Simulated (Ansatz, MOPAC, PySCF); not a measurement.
Species: GeIF3, net charge 0, singlet state. SMILES: [F][Ge]([F])([F])[I]
Coordinates optimised at B3LYP-D3(BJ)/def2-TZVP (Ansatz, a quantum-chemistry and plane-wave program):
```xyz
5

F     -1.6032    -1.3011    -1.0097
Ge    -1.0070    -0.0075    -0.0520
F     -1.6376     1.4337    -0.7387
F     -1.7408    -0.1696     1.4912
I      1.4539     0.0108     0.0751
```
Charge 0, spin multiplicity 1.

Wanted: vertical ionisation energy to the doublet, in eV. Terms: frozen cores in correlated levels (noble-gas shells and the d and f shells of earlier blocks); six Cartesian d functions in 6-31G* and its kin unless marked 5d; PM7 with its own dispersion and hydrogen-bond terms; spin-orbit terms left out; def2 sets with scalar-relativistic core potentials past Kr; dispersion terms only where a functional's name holds one; LANL2DZ with its own core potentials from Na on; open shells spin-unrestricted; STO-3G and 3-21G all-electron and non-relativistic; each state is the SCF solution reached for its charge and spin. First-principles rows: single points at B3LYP-D3(BJ) geometries (Ansatz). Semi-empirical rows: differences of heats of formation at the shared geometry for vertical values.

```json
[
 {"level": "AM1", "program": "MOPAC", "vertical ionisation energy to the doublet (eV)": "10.58"},
 {"level": "PM3", "program": "MOPAC", "vertical ionisation energy to the doublet (eV)": "10.07"},
 {"level": "PM6", "program": "MOPAC", "vertical ionisation energy to the doublet (eV)": "10.37"},
 {"level": "PM7", "program": "MOPAC", "vertical ionisation energy to the doublet (eV)": "9.82"},
 {"level": "MNDO", "program": "MOPAC", "vertical ionisation energy to the doublet (eV)": "10.70"},
 {"level": "HF/6-31G* with LANL2DZ past Ar", "program": "Ansatz", "vertical ionisation energy to the doublet (eV)": "10.91"},
 {"level": "PBE/6-31G* with LANL2DZ past Ar", "program": "Ansatz", "vertical ionisation energy to the doublet (eV)": "11.22"},
 {"level": "B3LYP/STO-3G", "program": "Ansatz", "vertical ionisation energy to the doublet (eV)": "8.07"},
 {"level": "B3LYP/3-21G", "program": "Ansatz", "vertical ionisation energy to the doublet (eV)": "11.18"},
 {"level": "B3LYP/6-31G* with LANL2DZ past Ar", "program": "Ansatz", "vertical ionisation energy to the doublet (eV)": "11.47"},
 {"level": "M06-2X/6-31G* with LANL2DZ past Ar (5d)", "program": "PySCF", "vertical ionisation energy to the doublet (eV)": "11.65"},
 {"level": "MP2/6-31G* with LANL2DZ past Ar", "program": "Ansatz", "vertical ionisation energy to the doublet (eV)": "10.95"},
 {"level": "wB97M-V/def2-TZVPD", "program": "Ansatz", "vertical ionisation energy to the doublet (eV)": "11.25"},
 {"level": "wB97X-V/def2-TZVPD", "program": "Ansatz", "vertical ionisation energy to the doublet (eV)": "11.33"}
]
```

No value to compare with is used here. The 12 habitual levels span 8.07 (B3LYP/STO-3G) to 11.65 eV (M06-2X/6-31G* with LANL2DZ past Ar (5d)); wB97X-V/def2-TZVPD gives 11.33.

The levels are drawn from those run, B3LYP/6-31G* more often than the rest, none by its result; left out are runs that failed, that the program found above a lower state of the same kind, or whose <S^2> lies over 0.5 above the pure value.
